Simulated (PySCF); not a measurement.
Si(I)(SiH3) (H3ISi2), SMILES [SiH3][Si]I (connectivity only; charge and spin as stated), neutral, multiplicity 1. Atoms are numbered in the order given.

```xyz
6

Si     1.3156    -0.9606     0.0000
I     -0.1477     1.0789     0.0000
Si    -0.5519    -2.5147     0.0000
H     -0.0780    -3.9342     0.0000
H     -1.3929    -2.2965    -1.2168
H     -1.3929    -2.2965     1.2168
```

Geometry optimised at B3LYP-D3(BJ)/def2-SVP. The def2 effective core potentials stand for the cores of I; spin–orbit coupling is left out.

Calculation: r2SCAN/def2-TZVPD (PySCF).

Mulliken values depend strongly on the basis, most of all with diffuse functions as here. ESP charges are fitted to the potential on shells at 1.4 to 2.0 van der Waals radii. Atomic charges (e):

| atom | ESP fit | Mulliken |
|---|---|---|
| Si1 | (withheld) | -0.02 |
| I2 | (withheld) | -0.02 |
| Si3 | (withheld) | 0.12 |
| H4 | (withheld) | -0.06 |
| H5 | (withheld) | -0.01 |
| H6 | (withheld) | -0.01 |

### Question
Complete the blanks. (The exact figures need the calculation; the answer reports its results.)

### Answer

- Si1, ESP fit: -0.02
- I2, ESP fit: -0.06
- Si3, ESP fit: 0.40
- H4, ESP fit: -0.11
- H5, ESP fit: -0.11
- H6, ESP fit: -0.11
